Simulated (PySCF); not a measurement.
This PySCF input asks for the NMR shieldings of `C#CC(=O)C#CC=C`, C$_{7}$H$_{4}$O; the geometry comes from GFN2-xTB.

```python
import basis_set_exchange as bse
import numpy as np
from pyscf import gto, dft
from pyscf.prop import nmr

atoms = """
C    -2.831740    1.879222    0.338824
C    -2.473119    0.760875    0.088742
C    -2.058677   -0.588209   -0.214562
O    -2.822360   -1.495756   -0.454056
C    -0.629914   -0.706299   -0.191423
C     0.573132   -0.827481   -0.176355
C     1.972651   -0.960050   -0.156426
C     2.789335    0.055986    0.109753
H    -3.140524    2.859474    0.558112
H     2.352970   -1.950499   -0.373127
H     3.858332   -0.069467    0.118940
H     2.411112    1.041517    0.325550
"""
names = dict.fromkeys(["C", "O", "H"], "pcSseg-1")
basis = {el: gto.basis.parse(bse.get_basis(n, elements=[el], fmt="nwchem")) for el, n in names.items()}
mol = gto.M(atom=atoms, basis=basis, charge=0, verbose=0)
mf = dft.RKS(mol, xc="PBE0")
mf.grids.level = 2
mf.grids.alignment = dft.numint.BLKSIZE   # the property module wants whole blocks of grid points
mf.conv_tol = 1e-9
mf.kernel()

calc = nmr.RKS(mf)   # GIAO
C = mf.mo_coeff
Co = C[:, mf.mo_occ > 0]
resp = mf.gen_response(singlet=True, hermi=2)
def vind(x):   # induced exchange potential for any number of trial vectors
    d = np.einsum("pi,xij,qj->xpq", C, 2 * x.reshape(-1, C.shape[1], Co.shape[1]), Co, optimize=True)
    return np.einsum("xpq,pi,qj->xij", resp(d - d.transpose(0, 2, 1)), C, Co, optimize=True).ravel()
mo1, _ = nmr.rhf.solve_mo1(calc, with_cphf=vind)
sigma = calc.kernel(mo1)
for i, s in enumerate(sigma):   # ppm
    w = np.linalg.eigvalsh((s + s.T) / 2)
    print("%2d %-2s iso %8.1f  s11 %8.1f  s22 %8.1f  s33 %8.1f" % (i, mol.atom_pure_symbol(i), w.mean(), *w))
```

Q: Give the expected output.

A: 
```
 0 C  iso     99.7  s11     42.1  s22     50.8  s33    206.2
 1 C  iso     99.5  s11     -0.9  s22      7.1  s33    292.4
 2 C  iso     23.9  s11    -76.0  s22     43.1  s33    104.7
 3 O  iso   -365.1  s11   -980.7  s22   -498.2  s33    383.7
 4 C  iso     86.9  s11     13.4  s22     25.9  s33    221.3
 5 C  iso     90.4  s11     17.7  s22     25.1  s33    228.2
 6 C  iso     63.2  s11    -48.6  s22     73.3  s33    165.0
 7 C  iso     39.0  s11    -90.4  s22     41.9  s33    165.3
 8 H  iso     28.9  s11     25.0  s22     25.5  s33     36.1
 9 H  iso     25.4  s11     22.7  s22     25.9  s33     27.5
10 H  iso     25.3  s11     22.1  s22     25.4  s33     28.5
11 H  iso     25.1  s11     21.1  s22     25.0  s33     29.2
```

These numbers come from an equivalent density-fitted implementation of the same equations, which agrees with the script to about 0.01 ppm for H and up to a few tenths of a ppm for heavy atoms, so last digits may differ.

Q: Turn these shieldings into chemical shifts. Chemical shifts δ = σref − σ; $^{13}$C (σref 186.93), $^{1}$H (σref 31.72) vs TMS; $^{17}$O (σref 336.08) against H2O, all at this level.

A: Averaging equivalent atoms: C 2: 163.0; C 7: 148.0; C 6: 123.7; C 4: 100.1; C 5: 96.6; C 1: 87.4; C 0: 87.2; O 3: 701.1; H 11: 6.62; H 10: 6.39; H 9: 6.34; H 8: 2.85 ppm. Unscaled 17O shifts of doubly bonded oxygen tend to come out too high, by tens of ppm or more. Experimental scales use liquid or dissolved standards, which lie at an offset from isolated H2O (liquid H2O: subtract about 36 ppm).

Size and cost of the density-fitted run: 156 basis functions, 32 s wall time on 1 thread of an Arm Neoverse N1, shared host; peak memory 0.71 GiB.
